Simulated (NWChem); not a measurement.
CH5BOS; SMILES SB(O)C

```xyz
9

B     -0.0756    -0.4199    -0.0033
C      1.2077    -1.3422    -0.0002
H      1.1721    -2.0691    -0.8238
H      1.2600    -1.9232     0.9316
H      2.1464    -0.7873    -0.0907
O     -1.3507    -0.9111     0.0000
H     -1.3650    -1.8803    -0.0012
S      0.1199     1.3992    -0.0006
H     -1.1938     1.7141     0.0105
```
Atoms are numbered in this order, from 1.

Program: NWChem. Geometry: optimised at B3LYP/6-31G* (spherical d).

For level LC-BLYP (range parameter 0.33 per bohr)/def2-TZVP:

```yaml
highest occupied level (eV): -9.77
orbital gap (eV): 11.70
dipole (D): 2.24
```

Question: Estimate the same quantities for level RPBE/def2-TZVP.

Answer: The highest occupied level (eV) is -6.22 and the orbital gap (eV) comes out as 5.67. The dipole (D) is 2.08.
